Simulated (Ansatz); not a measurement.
CH5GeNO. Charge 0, multiplicity 1. The bonds changed during the relaxation, so this is another structure than the one it started from. The geometry is a stationary point of PBE0-D4/def2-TZVP. It is one conformer, not always the lowest.

```xyz
9

N    -0.332    1.161   -1.492
C    -0.203    0.104   -0.699
O     0.154    0.189    0.473
Ge    0.302   -1.636    1.573
H    -0.626    1.057   -2.446
H    -0.132    2.081   -1.134
H    -0.437   -0.869   -1.152
H     1.728   -1.161    2.096
H    -0.454   -0.927    2.781
```

Problem. What is the dipole moment at ωB97M-V/def2-TZVPP? (Best estimate.)

Solution. Ansatz gave: 7.46 D, with components (-1.53, 3.64, -6.33) D in this frame, pointing from negative to positive charge.

Problem. And with PBE, r2SCAN, B3LYP? (An estimate is asked.)

Solution. The calculation gave: PBE 7.40 D, r2SCAN 7.54 D, B3LYP 7.47 D.

Problem. Give the Mulliken charges with ωB97M-V, PBE, r2SCAN in def2-TZVPP. (Estimate.)

Solution. The calculation gave: 
```csv
atom,ωB97M-V,PBE,r2SCAN
N1,-0.19,-0.21,-0.27
C2,0.28,0.22,0.34
O3,-0.32,-0.25,-0.32
Ge4,-0.06,-0.04,-0.02
H5,0.16,0.20,0.20
H6,0.17,0.21,0.21
H7,0.09,0.06,0.07
H8,-0.07,-0.09,-0.10
H9,-0.07,-0.09,-0.10
```

B3LYP here is the variant with VWN-RPA as its local correlation; programs differ in this.
